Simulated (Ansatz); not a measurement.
Species: sum formula BiOF2, net charge -1, singlet state. It need not be the lowest isomer of its formula. Whether it binds its extra electron was not tested at this geometry. 
Structure (B3LYP-D3(BJ)/def2-TZVP (Ansatz, a program for electronic structure) minimum search):
SMILES: [O-][Bi]([F])[F]
```xyz
4

Bi    -0.0277    -0.0081     0.2284
F      1.5288    -1.0321    -0.7775
F      0.1585     1.8088    -0.8427
O     -1.6113    -0.7898    -0.5466
```
Charge -1, spin multiplicity 1.

Parts of the frozen-core correlation energy in def2-TZVPP (Ansatz, hartree). Frozen orbitals: 12; correlated occupied orbitals by spin: 13 and 13; virtual: 118 and 118. Spin-orbit coupling is left out. In def2 rows, elements after Kr have scalar-relativistic effective core potentials.

```tsv
term	value
reference (HF)	-487.47323
MP2 opposite-spin	(withheld)
MP2 same-spin	(withheld)
CCSD correlation	(withheld)
(T)	-0.03510
T1 diagnostic	0.024
largest doubles amplitude	0.034
```

Problem. Complete the blanks.

Solution. 
- MP2 opposite-spin, value: -0.65759
- MP2 same-spin, value: -0.23969
- CCSD correlation, value: -0.88089
